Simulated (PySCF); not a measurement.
Trend along group 14: MCl molecules

PBE with double-zeta basis sets in PySCF, for the lowest determinant that a PBE0 search found; no spin–orbit coupling. De refers to high-spin ground-configuration atoms. A positive dipole means M(−)Cl(+).

```json
{"M": "C", "basis": "def2-SVPD", "state (unpaired electrons)": "doublet (π ↑)", "Re (Å)": "1.675", "ωe (cm⁻¹)": "845", "De (eV)": "4.65", "μ (D)": "1.49"}
{"M": "Si", "basis": "def2-SVPD", "state (unpaired electrons)": "doublet (π ↑)", "Re (Å)": "2.119", "ωe (cm⁻¹)": "499", "De (eV)": "4.53", "μ (D)": "-0.99"}
{"M": "Ge", "basis": "cc-pVDZ-PP/cc-pV(D+d)Z", "state (unpaired electrons)": "doublet (π ↑)", "Re (Å)": "2.217", "ωe (cm⁻¹)": "385", "De (eV)": "4.21", "μ (D)": "-1.82"}
{"M": "Sn", "basis": "x2c-SVPall", "state (unpaired electrons)": "doublet (π ↑)", "Re (Å)": "2.406", "ωe (cm⁻¹)": "347", "De (eV)": "4.08", "μ (D)": "-2.32"}
{"M": "Pb", "basis": "def2-SVP", "state (unpaired electrons)": "doublet (π ↑)", "Re (Å)": "2.508", "ωe (cm⁻¹)": "314", "De (eV)": "3.91", "μ (D)": "-3.22"}
```

Q: By what factor does the harmonic wavenumber vary along the series?

A: At PBE it runs from 314 cm⁻¹ (PbCl) to 845 cm⁻¹ (CCl), a factor of 2.69.

The rows differ in basis set, which adds steps of its own.

Down a group the atoms grow and get heavier, so bonds lengthen and wavenumbers fall; this series shows no clear exception.

Spin–orbit coupling is left out, which matters for elements this heavy, above all for dissociation energies. States were picked by a PBE0 search and need not be the measured ground states.
